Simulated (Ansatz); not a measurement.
`BB(C)CC` → `BBC` + ethylene  (β-hydride elimination)

Isolated molecules relaxed with PBE0-D4/def2-TZVP in Ansatz; ΔE leaves out vibrations. CCSD(T)/CBS adds triple-zeta CCSD(T) − MP2 to the extrapolated MP2 energy (def2 sets, frozen cores). This one scheme is used for every species. Functionals use def2-TZVPP. B3LYP here is the variant with VWN-RPA as its local correlation; programs differ in this. One conformer a species, not always the lowest.

```csv
level,ΔE (kJ/mol),difference from CCSD(T)/CBS
PBE-D4,152.2,8.7
r2SCAN-D4,153.0,9.5
PBE0-D4,161.8,18.3
B3LYP-D4,136.3,-7.2
ωB97X-V,153.9,10.4
ωB97M-V,147.4,3.9
B2PLYP,132.5,-11.0
PBE,142.2,-1.3
r2SCAN,150.0,6.5
PBE0,153.1,9.6
B3LYP,120.7,-22.8
HF/def2-TZVPP,111.0,-32.5
MP2/def2-TZVPP,154.2,10.7
SCS-MP2/def2-TZVPP,140.5,-3.0
CCSD/def2-TZVPP,140.7,-2.8
CCSD(T)/def2-TZVPP,142.3,-1.2
HF/def2-QZVPP,110.5,-33.0
MP2/def2-QZVPP,154.7,11.2
SCS-MP2/def2-QZVPP,140.9,-2.6
HF/CBS(def2),110.4,-33.1
MP2/CBS(def2),155.4,11.9
CCSD/CBS(def2),141.9,-1.6
CCSD(T)/CBS,143.5,0
```

Largest T1 diagnostic among the species: 0.011.

The D4 term adds +15.7 kJ/mol with B3LYP and +8.8 kJ/mol with PBE0; it sums over pairs of atoms, weighted by their polarisabilities, and B3LYP, whose exchange is more repulsive, gets the larger term. In def2-TZVPP, CCSD(T) changes the Hartree–Fock value by +31.3 kJ/mol (the triples alone add +1.6 kJ/mol) and MP2 by +43.2 kJ/mol.
